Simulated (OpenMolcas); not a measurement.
**Rh+: the spin-orbit constant, worked from levels**

- Program: OpenMolcas 26.06
- Basis: ANO-R3 [8s6p5d3f2g1h]
- Scalar Hamiltonian: X2C, finite nucleus
- Active space: 8 electrons in 5 orbitals (4d)
- State averaging: 2S+1 = 3 even, 10 roots; 2S+1 = 1 even, 15 roots (14 in the spin-orbit step)
- Spin-orbit coupling: RASSI with atomic mean-field integrals over the reference wave functions, term energies averaged over their components

Methods: CASSCF; SS-CASPT2, IPEA 0.25 Eh, imaginary shift 0.1 Eh (closed shells correlated: 4s 4p). Measured levels: NIST Handbook of Basic Atomic Spectroscopic Data.

**The spin-orbit constant.** For the Hund term ³F of d8, E(J) = (A/2) J(J+1) + constant and ζ = -2S·A = -2A. From J = 2 to J = 4 the energy changes by 7 A.

```json
{"Source": "CASSCF", "E(4) - E(2)": "-3746.0", "A": "-535.1", "ζ": "1070"}
{"Source": "SS-CASPT2", "E(4) - E(2)": "-3568.6", "A": "-509.8", "ζ": "1020"}
{"Source": "measured", "E(4) - E(2)": "-3580.7", "A": "-511.5", "ζ": "1023"}
```

All in cm-1. SS-CASPT2 is off by -0.3 % and CASSCF by +4.6 %. Both methods take the spin-orbit matrix elements from the reference wave functions, so the second can move ζ only through the term energies and any multistate remixing. Second-order mixing with other terms is absorbed into this ζ.

CASPT2 does not keep the components of a term degenerate, so their means are used; among the terms shown or strongly mixed into the levels shown the widest spread is 450 cm-1 (4d⁸ ³F, SS-CASPT2). Some high roots are left out of the spin-orbit mixing, which shifts the levels that they would mix with. Configurations with an s electron lie low at this charge and mix in, so terms can be misplaced. Without dynamic correlation excited terms often stand tens of per cent too high (terms of higher spin than the ground term too low), and those without a measured partner can miss by more than the paired ones (holds for CASSCF). Computed and measured levels are paired by configuration, term and J; levels that our copy of the source lacks, or whose pairing is in doubt (as where it misses far off the trend of its configuration), stay unpaired and out of the deviations. Only configurations of the active space appear.
